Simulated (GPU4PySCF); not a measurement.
Computed IR spectrum (relative IR intensity) of a molecule C12H10O2S. Geometry: PBE0-D3(BJ)/def2-TZVP. The values are those of a single conformer. Calculation: PBE0-D3(BJ)/def2-TZVP (GPU4PySCF). Frequencies are harmonic and unscaled.

Lines under 2 % of the strongest are left out, and lines within 2 cm⁻¹ are merged.

```tsv
ν (cm⁻¹)	relative intensity
443	4.4
575	39
604	100
704	13
709	29
717	9.5
744	67
780	20
1057	3.4
1109	11
1136	56
1198	31
1207	90
1337	7.0
1372	25
1396	55
1489	20
1518	3.0
1654	3.0
3205	8.0
3213	6.3
3224	7.8
3226	2.7
```

Task: Which molecule gave these data?
A. CSc1cccc2ccc(C(=O)O)cc12
B. COC(=O)c1csc(-c2ccccc2)c1
C. O=S(=O)(c1ccccc1)c1ccccc1
D. CSc1cccc2cc(C(=O)O)ccc12

Result: C, O=S(=O)(c1ccccc1)c1ccccc1
